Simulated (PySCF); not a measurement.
An unknown is described by computed data only.

Formula: C2H12BNSi2.

- Dipole: 0.36 D [wB97X-D/def2-SVPD]
- 13C NMR: chemical shifts (computed TMS as zero) by class: 10.2 (2 C) ppm [GIAO PBE0/pcSseg-1]
- Valence photoelectron: vertical ionisation energy: 9.85 eV [ΔSCF wB97X-D/def2-SVPD]
- Rotational structure: rotational constants A, B, C: 2.194, 2.112, 1.119 GHz [PBE0-D3(BJ)/def2-SVP]
- UV, strongest line: among the 10 lowest singlet transitions: S3 at 7.19 eV (173 nm, f = 0.075) [TDDFT wB97X-D/def2-SVPD]
- Triplet: lowest triplet excitation (Tamm–Dancoff): 6.35 eV [TDA wB97X-D/def2-SVPD]
- NMR, other nuclei: isotropic shieldings of nuclei other than C and H, by class: 44 (1 B), 181 (1 N), 399 (2 Si) ppm [GIAO PBE0/pcSseg-1]
- Polarisability: 99.0 au [wB97X-D/def2-SVPD]

Gas-phase values; electronic properties from PySCF, density fitting. Levels stand in brackets. Isolated species at its PBE0-D3(BJ)/def2-SVP geometry, gas phase. NMR values are class means; diastereotopic atoms form classes of their own.

Task: Give a SMILES that accounts for the data.

Result: Numbering: `[CH3:1][B:2]([CH3:3])[N:4]([SiH3:5])[SiH3:6]`. 2 carbons fall into 1 class: sp3 carbon bound to boron [C1/C3] (10.2 ppm, 2 C). The other shieldings belong to: 44 ppm, three-coordinate boron [B2]; 181 ppm, nitrogen bridging silicon atoms [N4]; 399 ppm, SiH3 silicon [Si5/Si6]. The first electron is taken from the HOMO, whose largest Löwdin shares are 0.44 on the nitrogen bridging silicon atoms, 0.10 on each of 2 atoms of one kind (SiH3 silicon) and 0.07 on the three-coordinate boron. The optimised geometry has point group C2 and is an asymmetric top. Structure: `CB(C)N([SiH3])[SiH3]`. Computed isomers that give other values at the same levels: `CB(C)N[SiH2][SiH3]` (vertical ionisation energy: 9.43 eV). The assignments are read from this structure; whether some other isomer fits the data as well wasn't checked.

Conformer computed: `[CH3:1][B:2]([CH3:3])[N:4]([SiH3:5])[SiH3:6]`: C1–B2–N4–Si5 178°.
